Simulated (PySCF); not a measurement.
Mapped SMILES: `[CH3:1][O:2][SiH2:3]/[CH:4]=[CH:5]/[CH:6]=[CH:7]\[Cl:8]`. Each H is labelled by its parent atom.

[PySCF 2.14.0 with density-fitted response routines: GFN2-xTB structure; shieldings: GIAO PBE0/pcSseg-1; relativity neglected; one computed conformer; averaged over atoms made equivalent by symmetry, fast rotation or ring inversion; isolated molecule]

List the cross peaks expected in HSQC, COSY and HMBC spectra.

Results:



HSQC (one-bond C–H):
```csv
δH,δC
7.19 (H(C5)),147.4 (C5)
6.42 (H(C6)),139.7 (C6)
6.22 (H(C4)),141.5 (C4)
6.14 (H(C7)),133.2 (C7)
3.86 (H(C1)),54.1 (C1)
```

COSY cross peaks (H two or three bonds apart, from the bond graph; peaks can be absent where the dihedral angle is near 90°):
```csv
δH,δH
7.19 (H(C5)),6.42 (H(C6))
7.19 (H(C5)),6.22 (H(C4))
6.42 (H(C6)),6.14 (H(C7))
6.22 (H(C4)),5.25 (H(Si3))
```

HMBC (two and three bonds, from the bond graph):
```csv
δH,δC
7.19 (H(C5)),"141.5 (C4), 139.7 (C6), 133.2 (C7)"
6.42 (H(C6)),"147.4 (C5), 141.5 (C4), 133.2 (C7)"
6.22 (H(C4)),"147.4 (C5), 139.7 (C6)"
6.14 (H(C7)),"147.4 (C5), 139.7 (C6)"
5.25 (H(Si3)),"147.4 (C5), 141.5 (C4), 54.1 (C1)"
```

Referencing at the same level of theory: TMS for 1H, 13C.

Short H···H contacts in this conformer between protons four or more bonds apart (candidates for NOE cross peaks, intensity ∝ r⁻⁶): H(C4)···H(C6) 2.43 Å.

Carbons that carry Cl, above all several Cl atoms, come out too deshielded, partly because spin–orbit coupling is missing. Shifts are as computed. Against solution values, carbons near 30 ppm lie about +3 ppm off and those near 130 ppm about +5 ppm; carbons on Cl a further +6 ppm. Of 1211 compounds with measured shifts, 218 miss one by over three times the rms of a fit or turn the order of signals round; such compounds aren't used in these exercises.
